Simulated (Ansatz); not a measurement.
Species: sum formula Si3N2H9, charge -1, multiplicity 1. It need not be the lowest isomer of its formula. Whether it binds its extra electron was not tested at this geometry. 
Geometry from a B3LYP-D3(BJ)/def2-TZVP (Ansatz, a program for electronic structure) optimisation:
SMILES: [SiH3]N[SiH-]N[SiH3]
```xyz
14

Si    -0.2668    -0.0776    -1.2171
N     -1.4191     0.7439    -0.0501
Si    -2.2608    -0.0741     1.1762
N      1.3823     0.4859    -0.6453
Si     2.4924    -0.5141     0.1604
H     -0.4060     0.9815    -2.3292
H     -1.4159     1.7544     0.0164
H     -1.4353    -0.7433     2.2295
H     -3.1690    -1.1432     0.6707
H     -3.1274     0.8976     1.9228
H      1.5835     1.4781    -0.6198
H      2.0581    -1.0788     1.4760
H      2.9238    -1.6985    -0.6363
H      3.7385     0.2652     0.4649
```
Charge -1, spin multiplicity 1.

Basis-set convergence of Hartree-Fock and MP2 correlation energies (hartree) with Ansatz. Cores are frozen in the correlated levels unless marked. No spin-orbit coupling. No relativistic terms. This anion needs diffuse functions, which these sets lack.

| basis | functions | E(HF) | E(corr, MP2) |
|---|---|---|---|
| cc-pV(D+d)Z | 142 | -981.01397 | -0.65584 |
| cc-pV(T+d)Z | 303 | -981.10099 | -0.81826 |
| cc-pV(Q+d)Z | 572 | [?] | [?] |

Problem. Fill in the missing entries.

Solution. 
- cc-pV(Q+d)Z, E(HF): -981.12245
- cc-pV(Q+d)Z, E(corr, MP2): -0.87733
